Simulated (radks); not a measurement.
Problem. Isoelectronic series with 29 electrons, each ion in its NIST ground configuration. Method: scalar-relativistic Kohn-Sham, r2SCAN, spin-unpolarised, spherical densities, finite nucleus; meta-GGA in the generalised Kohn-Sham scheme; Fermi nuclear charge, rms radius of each element as measured or else 0.836 A^(1/3) + 0.57 fm; computed with a radial shooting solver on a logarithmic mesh with Libxc functionals. Total energies (hartree) and mean radii <r> (bohr):

ion,configuration,E (hartree),4s,3d
Cu,[Ar] 3d10 4s1,-1655.09514,2.945,1.040
Zn+,[Ar] 3d10 4s1,-1795.93142,2.405,0.8926
Ga2+,[Ar] 3d10 4s1,-1943.25587,2.081,0.7952
Ge3+,[Ar] 3d10 4s1,-2097.04259,1.853,0.7228
As4+,[Ar] 3d10 4s1,-2257.28563,1.681,0.6655
Se5+,[Ar] 3d10 4s1,-2423.98868,1.543,0.6183
Br6+,[Ar] 3d10 4s1,-2597.16268,1.429,0.5784
Kr7+,[Ar] 3d10 4s1,-2776.82243,1.333,0.5441
Rb8+,[Ar] 3d10 4s1,-2962.98632,1.251,0.5141
Sr9+,[Ar] 3d10 4s1,-3155.67494,1.179,0.4876
Zr11+,[Ar] 3d10 4s1,-3560.71993,1.059,0.4426
Nb12+,[Ar] 3d10 4s1,-3773.12684,1.009,0.4233
Mo13+,[Ar] 3d10 4s1,-3992.15968,0.9631,0.4057
Tc14+,[Ar] 3d10 4s1,-4217.85076,0.9215,0.3896
Rh16+,[Ar] 3d10 4s1,-4689.32460,0.8486,0.3612

Estimate the row of Ru15+ ([Ar] 3d10 4s1).

Solution. E (hartree) -4450.22709; 4s 0.8835; 3d 0.3748.
